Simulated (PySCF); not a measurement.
CH5FN2Si2, SMILES F[Si@@H]1C=N[SiH2]N1.

Geometry optimised at PBE-D3(BJ)/def2-SVP. The structure was generated by enumeration; whether it is a known compound was not checked.

Two levels are set side by side: PBE/def2-TZVP (PySCF) and PBE0/def2-TZVP (PySCF). Same geometry, gas phase. Differences are taken from unrounded values.

```tsv
quantity	PBE0
orbital gap (eV)	5.47
highest occupied level (eV)	-7.10
lowest empty level (eV)	-1.63
dipole moment (D)	2.04
mean polarisability (bohr³)	70.4
```

What does PBE give, and how far is it from PBE0? (An estimate is asked for; the answer gives what the named calculation found.)


| quantity | PBE | PBE minus PBE0 |
|---|---|---|
| orbital gap (eV) | 3.07 | -2.40 |
| highest occupied level (eV) | -5.75 | 1.35 |
| lowest empty level (eV) | -2.68 | -1.05 |
| dipole moment (D) | 1.95 | -0.09 |
| mean polarisability (bohr³) | 73.9 | 3.5 |

Without exact exchange PBE keeps part of each electron's self-repulsion, which lifts occupied levels and narrows the gap. PBE's more diffuse valence density responds more strongly to a field. Differences between two approximate levels are no errors against the true value.

Rough cost on one machine, each run with all the roots and properties that it gave: PBE0 against PBE within a factor of 2.
